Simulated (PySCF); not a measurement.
Polarisability and C₆ of Pt (platinum, neutral)

[Xe] 4f14 5d8 6s2, high-spin 3F determinant (an excited configuration). All numbers are calculated (PySCF 2.14, scalar relativity through the core potential, in aug-cc-pVQZ-PP with ECP60MDF). Coupled (time-dependent) response in atomic units; α is the mean over directions.

| method | mean α (bohr³) | C₆ (like pair) | S(−4) |
| --- | --- | --- | --- |
| PBE0 | 44.85 | 473.9 | 707.4 |

S(−4) is the Cauchy moment in α(ω) = α(0) + S(−4) ω² + …

Spin-orbit coupling is absent.

α(iu) at PBE0:

```tsv
u (hartree)	α(iu) (bohr³)
0	44.85
0.0500	43.17
0.100	39.02
0.200	29.30
0.300	21.92
0.500	13.70
0.750	8.960
1.00	6.479
1.50	3.945
2.00	2.680
3.00	1.470
5.00	0.6300
```

Energies and moments cover only the electrons outside the core potential. Spin-orbit coupling, absent here, splits the open shell strongly.
